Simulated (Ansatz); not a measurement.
CH2GeO, SMILES `O=[CH][GeH]` (lower singlet; O–C–Ge–H torsion 92°) (charge 0, multiplicity 1). This singlet lies 0.93 eV below the relaxed triplet at the level frozen-core CCSD(T)/cc-pVTZ // PBE0-D3(BJ)/def2-TZVP (Ansatz, a program for electronic structure).

All values below come from BLYP/cc-pVTZ // PBE0-D3(BJ)/def2-TZVP (Ansatz).

Ansatz 0.2 input:
```yaml
crystal:
  periodic: [false, false, false]
  atoms:
    - { symbol: O, position_ang: [-0.930334, -0.817917, -0.302454] }
    - { symbol: C, position_ang: [-0.608883, 0.312364, 0.036628] }
    - { symbol: Ge, position_ang: [0.98557, -0.454101, 0.923642] }
    - { symbol: H, position_ang: [-1.244087, 1.179064, -0.226665] }
    - { symbol: H, position_ang: [1.797733, -0.219411, -0.431153] }
basis:
  gaussian: { orbitals: cc-pVTZ }
hamiltonian:
  xc: blyp
```

Output:

```
Functional definition: BLYP
808 factors; their error is unknown
mean field evaluation 1: about -59629.0348 eV, gradient 6.0e1 eV
mean field evaluation 2: about -59559.3387 eV, gradient 1.6e2 eV
mean field evaluation 4: about -59634.9345 eV, gradient 2.7e1 eV
mean field evaluation 8: about -59636.2791 eV, gradient 1.5e-1 eV
mean field evaluation 16: about -59636.2642 eV, gradient 2.3e-4 eV
mean field -59636.26415727 eV, -2191.5922848678 hartree, gradient 6.5e-5 eV, S^2 0.000000; 0 other end points of the search recorded, 0 dependent functions left out
reference -59636.26443899 eV, -2191.5922952210 hartree; 24, 24 occupied and 107, 107 virtual orbitals, 808 factors
Total energy: -59636.26443899 eV, -2191.5922952210 hartree
```
